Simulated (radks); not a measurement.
Spherical quantum dot in the effective-mass picture: electrons in a well V = -V0 / (1 + exp((r - R)/a)) with V0 = 53.2, R = 1.32, a = 0.15, with a point charge +2 (a donor) at the centre, all in effective atomic units (hartree* = m*/eps^2 hartree, bohr* = eps/m* bohr), one dielectric constant everywhere. Method: non-relativistic Kohn-Sham, LDA (Slater exchange, Perdew-Wang correlation), spin-polarised, spherical densities; computed with a radial shooting solver with Libxc functionals. Levels are named by radial order and angular momentum (1s, 1p, 1d, 2s, ...), and open shells are averaged over m.

N = 23, configuration 1s2 1p6 1d10 2s2 1f(up 3, down 0). This is the lowest configuration that the search found. Occupied and some empty levels:

level,occupation,eigenvalue (hartree*),<r> (bohr*)
1s up,1,-27.073,0.6284
1s down,1,-27.003,0.6250
1p up,3,-23.845,0.7918
1p down,3,-23.742,0.7903
1d up,5,-20.199,0.8757
1d down,5,-20.082,0.8751
2s up,1,-19.556,0.6727
2s down,1,-19.486,0.6746
1f up,3,-15.915,0.9393
1f down,0,-15.793,0.9392
2p up,0,-13.368,0.7832
2p down,0,-13.296,0.7836
1g up,0,-11.060,0.9936
1g down,0,-10.936,0.9938
2d up,0,-7.7685,0.8808
2d down,0,-7.6896,0.8809

Energy (hartree*): total -764.212, kinetic 166.90, external -1191.7, Hartree 287.85, exchange-correlation -27.253.
